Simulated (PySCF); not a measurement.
Structure problem from calculated spectra and properties.

Elements present: C, N and S. Monoisotopic mass: 107.9782 u.

- NMR, other nuclei: isotropic shieldings of nuclei other than C and H, by class: -94 (2 N), 29 (1 S) ppm [GIAO PBE0/pcSseg-1]
- Dipole: 5.13 D [PBE0/def2-SVPD]
- Polarisability: 79.3 au [PBE0/def2-SVPD]
- UV, strongest line: among the 6 lowest singlet transitions: S2 at 4.89 eV (254 nm, f = 0.152) [TDDFT PBE0/def2-SVPD]
- 13C NMR: chemical shifts (computed TMS as zero) by class: 269.5 (1 C), 107.9 (2 C), 51.3 (1 C) ppm [GIAO PBE0/pcSseg-1]
- Rotational structure: rotational constants A, B, C: 3.039, 1.562, 1.032 GHz [GFN2-xTB]

Gas-phase values; electronic properties from PySCF, density fitting. Levels stand in brackets. Geometry: GFN2-xTB; no solvent, vibrations or thermal averaging. NMR values are class means; diastereotopic atoms form classes of their own.

Q: Which formula fits the mass and the elements?

A: C4N2S (calculated 107.9782). No other formula that holds each of these elements comes within 0.0003 u with a fitting electron parity and a possible valence count.

Q: What is the compound? Reason from the data.

A: Numbering: `[N:1]#[C:2][C:3](=[C:4]=[S:5])[C:6]#[N:7]`. Its formula, C4N2S, gives 6 degrees of unsaturation: 0 rings and 6 π bonds in the structure found. 4 carbons fall into 3 classes; from least to most shielded: central carbon of cumulated double bonds [C4] (269.5 ppm), nitrile carbon [C2/C6] (107.9 ppm, 2 C), outer carbon of cumulated double bonds [C3] (51.3 ppm). The other shieldings belong to: -94 ppm, nitrile nitrogen [N1/N7]; 29 ppm, sulfur bonded to C [S5]. The optimised geometry has point group C2v and is an asymmetric top. Structure: dicyanothioketene (`N#CC(=C=S)C#N`). Computed isomers that give other values at the same levels: `N#CC#CN=C=S` (static isotropic polarisability: 106.4 au). The assignments are read from this structure; whether some other isomer fits the data as well wasn't checked.
